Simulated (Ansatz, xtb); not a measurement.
**C2H5AlBr: where a starting geometry ends**

The starting geometry of this gas-phase doublet was built from a drawn formula by distance geometry and a force field; its bonds are those of `[AlH2][CH2][CH]Br`.

```xyz
9

C    -0.8852    0.8552   -0.6517
C    -1.4067   -0.2849   -1.4544
Al    0.7871    0.4164    0.3060
Br   -2.9235    0.1619   -2.4736
H     0.8951    0.5536    1.8548
H     2.1119   -0.0911   -0.5613
H    -0.6620    1.7306   -1.4071
H    -1.6089    1.1637    0.0599
H    -1.6767   -1.1418   -0.7280
```

**Question.** Where would you expect an optimisation with r2SCAN-D4/def2-SVP to take it?

**Answer.** A new bond forms, giving a structure given below by its coordinates. Contacts that close: C2–Al3 (2.90 → 2.18 Å).

The energy falls by 0.93 eV over 18 steps:

| step | E − E(last) (eV) |
| --- | --- |
| 1 | 0.926 |
| 3 | 0.453 |
| 5 | 0.412 |
| 7 | 0.386 |
| 9 | 0.331 |
| 10 | 0.250 |
| 12 | 0.071 |
| 14 | 0.010 |
| 16 | 0.000 |
| 18 | 0.000 |

Final geometry (Å):

```yaml
atoms:
  - { symbol: C, position_ang: [-1.1342, 1.2344, -0.5161] }
  - { symbol: C, position_ang: [-1.3736, -0.1320, -0.8844] }
  - { symbol: Al, position_ang: [0.6147, 0.2132, -0.0636] }
  - { symbol: Br, position_ang: [-1.4274, -0.6792, -2.7042] }
  - { symbol: H, position_ang: [0.7292, -0.3444, 1.4153] }
  - { symbol: H, position_ang: [1.7634, 0.3084, -1.1455] }
  - { symbol: H, position_ang: [-0.9662, 1.9688, -1.3121] }
  - { symbol: H, position_ang: [-1.6452, 1.6050, 0.3825] }
  - { symbol: H, position_ang: [-1.9296, -0.8106, -0.2273] }
```

From the same start GFN2-xTB ends elsewhere, differing in C2–Al3 (2.54 against 2.18 Å here), Al3–Br4 (2.52 against 3.46 Å here).

No frequencies were run, so the end isn't proven a minimum. Open shells are spin-unrestricted. Run with Ansatz 0.2.0, 73 s on 2 threads of Intel(R) Xeon(R) 6975P-C (Granite Rapids), on a shared host.
